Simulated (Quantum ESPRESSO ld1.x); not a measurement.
Question: Coherent X-ray form factor from a spherical all-electron density. Method: Dirac Kohn-Sham, LDA (Slater exchange, Perdew-Zunger correlation), spin-unpolarised, spherical densities, point nucleus; computed with ld1.x of Quantum ESPRESSO 7.5.

| sin(theta)/lambda (1/angstrom) | f0 (electrons) |
|---|---|
| 0.05 | 31.467 |
| 0.1 | 30.062 |
| 0.15 | 28.207 |
| 0.2 | 26.268 |
| 0.25 | 24.428 |
| 0.3 | 22.728 |
| 0.4 | 19.665 |
| 0.5 | 16.925 |
| 0.6 | 14.500 |
| 0.8 | 10.760 |
| 1 | 8.429 |
| 1.25 | 6.830 |
| 1.5 | 5.919 |
| 2 | 4.609 |

The species is in the configuration that NIST lists as its ground one. Which atom or ion scatters so?

Answer: The arsenic ion As+, [Ar] 3d10 4s2 4p2. Extrapolating in s^2 from the first two rows gives f0(0) = 31.9, near the electron count 32; among species with that count, the fall with angle is slower the higher Z, and the table is that of Z = 33; from so few rows the species is fixed only to a neighbour or two.
